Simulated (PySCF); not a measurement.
## Adding and removing an electron: AlCu

PBE; basis Al def2-TZVPPD, Cu def2-TZVPPD; no relativity; PySCF 2.14. Neutral (UKS): singlet (closed shell), Re = 2.379 Å, ωe = 287 cm⁻¹, De = 2.46 eV, HOMO -4.42 eV, LUMO -2.82 eV.

AlCu⁺ (UKS): doublet (σ ↑), Re = 2.393 Å, ωe = 248 cm⁻¹, De = 1.46 eV to Al⁺ + Cu (3d10 4s1). The energies at the minima are -1882.56303 hartree for AlCu and -1882.30345 for AlCu⁺.

**Question.** Work out the adiabatic ionisation energy, without and with harmonic zero-point energies (1 hartree = 27.2114 eV, 1 eV = 8065.5 cm⁻¹), and the change of the bond length.

**Answer.** At PBE: 0.25958 hartree = 7.064 eV between the minima; the zero-point term (248.0 − 287.0)/2 cm⁻¹ = -0.002 eV makes it 7.061 eV. Re changes by +1.4 pm against the neutral. Minus the HOMO energy is 4.42 eV, -2.64 eV from the value between the minima; self-interaction puts the Kohn–Sham level too high, less so with exact exchange. The electron leaves a σ orbital, and the small change of length marks it as nearly non-bonding.

AlCu⁻ (UKS): doublet (π ↑), Re = 2.390 Å, ωe = 261 cm⁻¹, De = 1.94 eV to Al + Cu⁻ (3d10 4s2). The energies at the minima are -1882.56303 hartree for AlCu and -1882.58596 for AlCu⁻.

**Question.** Work out the adiabatic electron affinity, without and with harmonic zero-point energies (1 hartree = 27.2114 eV, 1 eV = 8065.5 cm⁻¹), and the change of the bond length.

**Answer.** At PBE: 0.02293 hartree = 0.624 eV between the minima; the zero-point term (287.0 − 261.0)/2 cm⁻¹ = +0.002 eV makes it 0.626 eV. Re changes by +1.1 pm against the neutral. The electron enters a π orbital, and the small change of length marks it as nearly non-bonding.

Closed-shell solutions of metal pairs were not tested for spin polarisation, which can lower them a little. For an ion De counts to the pair picked by the measured ionisation energies or electron affinities, which need not be the lowest pair at this level. The highest Kohn–Sham level is positive in this anion. Much of that is self-interaction error, but it also means that the finite basis helps to hold the extra electron. With d or f electrons several states lie close, and the lowest PBE0 determinant need not be the measured ground state.
